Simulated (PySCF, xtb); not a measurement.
SSn, SMILES [S]=[Sn] (connectivity only; charge and spin as stated), neutral, multiplicity 1.

Harmonic wavenumbers (cm⁻¹) from GFN2-xTB in xtb at its own minimum, in rising order: 509.

Task: What does PBE0-D3(BJ)/def2-TZVP in PySCF give at its own minimum? (An estimate is asked for; the answer gives what the named calculation found.)

Result: 504. Paired by order, the mean absolute difference is 6 cm⁻¹ and the zero-point energies are 0.7 and 0.7 kcal/mol.
